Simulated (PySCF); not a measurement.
C2H5ClF2GeO, singlet, geometry from GFN2-xTB, atoms displaced at random by about 0.03 Å a coordinate. Base run: TPSS/STO-3G, gradient run with PySCF.

The PySCF input:
```python
from pyscf import gto, scf, dft

mol = gto.Mole()
mol.atom = '''
    C     2.68114928    0.23515392   -1.29512996
    C     1.91998919   -1.05539502   -0.96428394
    O     0.98941688   -1.01746077   -0.02111038
    Ge   -0.40337338    0.11924583    0.09857234
    F     0.18280300    1.72426298    0.46454834
    F    -1.04952169    0.36680518   -1.45431341
    Cl   -1.62964958   -0.50233069    1.57017732
    H     3.06053903    0.71423969   -0.37376394
    H     3.48315962    0.18671432   -1.98689705
    H     1.94255289    0.98612933   -1.68534996
    H     1.52837665   -1.49626764   -1.91244583
    H     2.69305020   -1.76473277   -0.62700856
'''
mol.basis = 'sto-3g'
mol.verbose = 4
mol.build()

mf = dft.RKS(mol)
mf.xc = 'tpss'
mf.kernel()
g = mf.nuc_grad_method()
grad = g.kernel()
```

The coordinate followed is x of atom 5.

The base run was repeated with changes; each row names its change, and settings that it needs were set with it.

```
change                                                  dE/dx (Eh/bohr)  net force (Eh/bohr)
------------------------------------------------------  ---------------  -------------------
base                                                           0.004369             0.000236
finite difference step (bohr) = 1e-5; conv_tol = 1e-11         0.004371                    -
density fitting = on                                           0.004367             0.000236
grids.level = 5; grid_response = on                            0.004390             0.000000
grids.level = 0; grid_response = on                            0.004967             0.000000
conv_tol = 1e-6                                                0.004372             0.000236
grid_response = on                                             0.004371             0.000000
grids.level = 1; grid_response = off                           0.006716             0.004275
conv_tol = 1e-4                                                0.004379             0.000236
grids.level = 0; grid_response = off                                ___             0.026213
finite difference step (bohr) = 0.01; conv_tol = 1e-11         0.004372                    -
grids.level = 1; grid_response = on                            0.005946             0.000000
```

Q: Fill in the missing entries.

A: 
- grids.level = 0; grid_response = off, dE/dx (Eh/bohr): 0.012735

The net force is zero for an exact gradient.
